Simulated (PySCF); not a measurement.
## Deuteron quadrupole couplings in `CO[SiH2]C/C=C\C=C\F`

C6H11FOSi.
Structure used (GFN2-xTB), in Å, numbered top down from 1:
```
atom  x, y, z in Å
C1     3.7194    0.9765   -0.3628
O2     2.4992    0.6534    0.2320
Si3    1.3950   -0.4219   -0.2673
C4     0.0845   -0.3172    1.1089
C5    -1.0325   -1.2353    0.7955
C6    -2.1351   -0.9421    0.0984
C7    -2.4447    0.3480   -0.4634
C8    -3.5762    0.5934   -1.1139
F9    -3.8426    1.8063   -1.6358
H10    3.5709    1.3500   -1.3781
H11    4.1946    1.7503    0.2406
H12    4.3703    0.1008   -0.4066
H13    0.8316   -0.0619   -1.5725
H14    1.9645   -1.7707   -0.3677
H15   -0.2610    0.7105    1.2012
H16    0.5359   -0.5988    2.0593
H17   -0.9047   -2.2516    1.1434
H18   -2.8753   -1.7131   -0.0704
H19   -1.7224    1.1432   -0.3602
H20   -4.3764   -0.1091   -1.2934
```

Level: PBE0/pcSseg-1 (PySCF, non-relativistic); Q(2H) = 0.00286 b; rigid geometry, the same for H and D, with no vibrational averaging.

Task: Rank these positions by the coupling χzz of a deuteron there, largest first.
A. H13 (Si–H hydrogen)
B. H17 (vinylic hydrogen)
C. H15 (methylene hydrogen)
D. H10 (methyl hydrogen)

Result: B (218 kHz), C (213 kHz), D (200 kHz), A (105 kHz).

Task: Tabulate Vzz, the asymmetry η and χzz = 234.96 MHz × Q × Vzz for every hydrogen position.

Result: 
```csv
atom,bonded to,bond length (Å),Vzz (au),η,χzz (kHz)
H10,C1,1.092,0.2979,0.08,200
H11,C1,1.090,0.3021,0.07,203
H12,C1,1.092,0.2981,0.08,200
H13,Si3,1.466,0.1568,0.02,105
H14,Si3,1.468,0.1566,0.03,105
H15,C4,1.088,0.3169,0.04,213
H16,C4,1.089,0.3152,0.04,212
H17,C5,1.082,0.3251,0.07,218
H18,C6,1.082,0.3244,0.09,218
H19,C7,1.079,0.3294,0.08,221
H20,C8,1.080,0.3207,0.11,215
```

Task: Average by the element that carries the hydrogen.

Result: on C: 211 kHz over 9 positions, mean bond length 1.086 Å; on Si: 105 kHz over 2 positions, mean bond length 1.467 Å.

Task: How does χzz go with the bond length over the 9 C–H bonds?

Result: A straight-line fit has a slope of -14.2 kHz for each 0.01 Å, with a correlation coefficient of -0.91, over lengths from 1.079 to 1.092 Å. The longer bonds have the smaller couplings here.

Task: Give the 2H NMR doublet splittings at H14 for a magnetic field along the z, y and x axes of the gradient: 3χ/2, 3χ(1 + η)/4, 3χ(1 − η)/4.

Result: With |χ| = 105.2 kHz and η = 0.032: 158, 81 and 76 kHz, to first order and without motion.

Isolated species at its GFN2-xTB geometry (one conformer only). GFN2-xTB bond lengths can be off by several hundredths of an ångström, more for odd bonds, and the gradients follow them. With so small a basis the couplings can be 20 % off.

These values come from a run that also computed NMR shieldings. The run took 79 s of wall time on an Arm Neoverse N1 with one thread, shared host with 64 logical CPUs at a one-minute load of 60, and the process peaked at 0.95 GiB of memory.
